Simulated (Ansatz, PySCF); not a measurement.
Potential energy curve for BrNa, singlet.

UKS-B3LYP/6-31G* = unrestricted B3LYP/6-31G*, spherical d run with PySCF; RKS-M06-2X/6-31G* = restricted M06-2X/6-31G*, spherical d in PySCF; RKS-PBE0 = restricted PBE0/cc-pVDZ (Ansatz, a first-principles code); FCI = full CI/cc-pVDZ, cores with 3d frozen in Ansatz.

Energies relative to the lowest point of each curve between 2.08 and 3.06 Å, where full CI is lowest, in kcal/mol:

```csv
R / Å,UKS-B3LYP/6-31G*,RKS-M06-2X/6-31G*,RKS-PBE0
2.08,21.8,21.7,22.2
2.22,8.2,8.0,8.3
2.59,0.1,0.3,0.2
2.72,1.9,2.4,2.0
3.37,19.9,21.5,20.5
3.60,26.6,28.5,27.6
4.21,41.5,44.4,43.8
4.57,48.2,51.8,51.3
5.65,59.1,67.8,66.3
6.35,62.5,74.5,71.7
8.34,66.9,85.1,79.5
9.80,68.4,89.2,82.1
```

Predict the corresponding FCI column.

2.08: 26.4; 2.22: 10.7; 2.59: 0.0; 2.72: 1.4; 3.37: 19.4; 3.60: 26.8; 4.21: 44.5; 4.57: 53.2; 5.65: 71.9; 6.35: 78.1; 8.34: 79.7; 9.80: 79.8 (kcal/mol).

The unrestricted determinant behind UKS-B3LYP/6-31G* is spin-contaminated at 4.57 to 9.80 Å (<S²> up to 0.6, against 0.00 for a pure singlet). The restricted form behind RKS-M06-2X/6-31G*, RKS-PBE0 keeps the bonding electrons paired and can't separate into open-shell fragments.
